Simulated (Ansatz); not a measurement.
```yaml
crystal:
  periodic: [false, false, false]
  atoms:
    - {symbol: B, position_ang: [-1.543495, 1.052000, -0.906765]}
    - {symbol: Se, position_ang: [-1.286318, -0.802300, -1.217088]}
    - {symbol: Ge, position_ang: [0.644695, -1.234851, 0.141653]}
    - {symbol: N, position_ang: [1.295729, 0.198735, 1.064903]}
    - {symbol: H, position_ang: [-0.826313, 1.674890, -0.186413]}
    - {symbol: H, position_ang: [-2.463631, 1.555173, -1.473748]}
    - {symbol: H, position_ang: [1.745879, -1.725725, -0.807392]}
    - {symbol: H, position_ang: [0.229044, -2.304907, 1.159715]}
    - {symbol: H, position_ang: [0.655183, 0.582915, 1.746105]}
    - {symbol: H, position_ang: [1.632128, 0.952970, 0.481930]}
basis:
  gaussian: {orbitals: aug-pcseg-2}
hamiltonian: {xc: {name: rPW86-PBE}}
output: {forces: true}
```

```sh
$ ansatz run in.yaml --threads 4 --pin off --events-out ev --progress --plain --max-ram 10444MiB
```

Shortened log:

```
Functional definition: rPW86-PBE
1618 factors; their error is unknown
mean field evaluation 1: about -124168.3209 eV, gradient 9.3e1 eV
mean field evaluation 2: about -124076.3323 eV, gradient 1.8e2 eV
mean field evaluation 4: about -124185.2549 eV, gradient 2.1e1 eV
mean field evaluation 8: about -124186.5606 eV, gradient 2.9e-1 eV
mean field evaluation 16: about -124186.4978 eV, gradient 7.3e-3 eV
mean field -124186.49780935 eV, -4563.7696178620 hartree, gradient 3.2e-5 eV, S^2 0.000000; 0 other end points of the search recorded, 0 dependent functions left out
reference -124186.49797207 eV, -4563.7696238418 hartree; 42, 42 occupied and 306, 306 virtual orbitals, 1618 factors
Total energy: -124186.49797207 eV, -4563.7696238418 hartree
Atom 0 at    -1.543495     1.052000    -0.906765 Å, force    -0.082967     0.360206     0.034794 eV/Å
Atom 1 at    -1.286318    -0.802300    -1.217088 Å, force    -0.436482    -0.234602    -0.398338 eV/Å
Atom 2 at     0.644695    -1.234851     0.141653 Å, force     0.079257    -0.481961    -0.080317 eV/Å
Atom 3 at     1.295729     0.198735     1.064903 Å, force     0.363806     0.236785     0.350434 eV/Å
Atom 4 at    -0.826313     1.674890    -0.186413 Å, force    -0.023048     0.002460    -0.017452 eV/Å
Atom 5 at    -2.463631     1.555173    -1.473748 Å, force     0.020156    -0.006950     0.013664 eV/Å
Atom 6 at     1.745879    -1.725725    -0.807392 Å, force     0.145623    -0.060063    -0.080622 eV/Å
Atom 7 at     0.229044    -2.304907     1.159715 Å, force    -0.015058    -0.121466     0.127731 eV/Å
Atom 8 at     0.655183     0.582915     1.746105 Å, force    -0.133220     0.111726     0.164261 eV/Å
Atom 9 at     1.632128     0.952970     0.481930 Å, force     0.081932     0.193866    -0.114154 eV/Å
Dipole moment:     0.156964     0.035809     0.132851 e Å
```

It took 18 s on 4 threads of an AMD EPYC 7B13 on a shared host, with 0.73 GiB of host memory at the peak.
